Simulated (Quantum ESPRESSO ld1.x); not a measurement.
Coherent X-ray form factor from a spherical all-electron density. Method: Dirac Kohn-Sham, PW91, spin-unpolarised, spherical densities, point nucleus; computed with ld1.x of Quantum ESPRESSO 7.5.

| sin(theta)/lambda (1/angstrom) | f0 (electrons) |
|---|---|
| 0.05 | 11.875 |
| 0.1 | 11.521 |
| 0.15 | 10.997 |
| 0.2 | 10.377 |
| 0.25 | 9.729 |
| 0.3 | 9.103 |
| 0.4 | 7.994 |
| 0.5 | 7.060 |
| 0.6 | 6.227 |
| 0.8 | 4.737 |
| 1 | 3.536 |
| 1.25 | 2.519 |
| 1.5 | 1.930 |
| 2 | 1.411 |

The species is in the configuration that NIST lists as its ground one. Which atom or ion scatters so?

Answer. The sulfur ion S4+, [Ne] 3s2. Extrapolating in s^2 from the first two rows gives f0(0) = 12.0, near the electron count 12; among species with that count, the fall with angle is slower the higher Z, and the table is that of Z = 16; from so few rows the species is fixed only to a neighbour or two.
